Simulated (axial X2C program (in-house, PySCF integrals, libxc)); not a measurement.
## Nuclear properties of CoAs

Calculated with an axial X2C code built on PySCF integrals: two-component X2C with atomic mean-field Coulomb and Gaunt terms, Gaussian nuclei, basis As dyall-cv3z, Co dyall-cv3z with contracted cores.

R = 2.218 Å (near the PBE0 minimum at charge 0 of the determinant lowest at the starting distance; the state shown can have its own minimum elsewhere).

Input and command:
```json
{"zs": [33, 27], "q": 0, "bas": ["dyall-cv3z", "dyall-cv3z"], "r0": 2.32, "levels": ["PBE0", "HF", "BHandHLYP", "PBE50", "PBE"], "nst": 3}
```
```bash
python soeom.py task.json out
```

Keys: zs atomic numbers; q charge; bas basis sets; r0 starting distance in Å; levels methods; nst determinants followed.

Determinant lowest in the PBE0 search, Ω = 4 (⟨Sz⟩ = 2.00, ⟨Lz⟩ = 2.00 at PBE0), spin on the atoms As 0.78, Co 1.21:

```csv
level,Eeff magnitude (GV/cm),Ws magnitude As (kHz),Ws magnitude Co (kHz),A∥/gI As (MHz),qzz As (a.u.),A∥/gI Co (MHz),qzz Co (a.u.),μ (D)
PBE0,0.212,0.0133,0.0052,-105,-1.72,378,0.26,3.53
HF,0.642,0.0591,0.000983,-109,-3.69,284,-0.41,5.14
BHandHLYP,0.391,0.0338,0.00398,-95.4,-2.36,332,0.08,3.86
PBE50,0.358,0.0274,0.00155,-107,-2.65,335,0.00,4.19
PBE,0.289,0.014,6.22e-05,-86.9,-0.48,457,0.22,2.98
```

Eeff is the effective electric field on the electron electric dipole moment in this Ω state and Ws the scalar–pseudoscalar constant of the nucleus named (defined with the proton number Z and per Ω); A∥ (defined per Ω) follows by multiplying with gI = μI/(I μN); qzz is the electric field gradient, eQq0 = 234.96 MHz × Q/barn × qzz; μ is positive if the Co end (last atom) is positive. The operators were transformed with the bare-nucleus X2C matrices; with these basis sets, hyperfine constants and field gradients can be off by tens of per cent, and where levels differ in sign neither size nor sign is settled.

(1) With gI(75As) = 0.9597, gI(59Co) = 1.3220 (g factors from the IAEA table of nuclear moments by Stone), turn the PBE0 values of the first state into constants in MHz.

Each state is one determinant with collinear spin, which with several unpaired electrons need not be a pure state. Unrestricted Hartree–Fock can overshoot spin polarisation at the nuclei. With several open shells hyperfine constants can be off by a factor of several. Where Eeff spreads by more than a factor of two the levels disagree and none is to be relied on. Open-shell Ω = 0 determinants with evenly filled partner blocks cannot be reached by this program, so the Ω shown need not be the lowest component. At HF a later determinant lies lower. States lie within half an eV, so the first need not be the ground state. The sign of Ws at Co differs between levels in the first state. Further determinants of the search, some of them spin-mixed, are not shown. Where a field gradient or hyperfine factor spreads by more than a factor of two over the levels, a constant derived from it is not to be relied on.

## Answers

(1) A∥(75As) = -105 × 0.9597 = -101 MHz; A∥(59Co) = 378 × 1.3220 = 500 MHz.
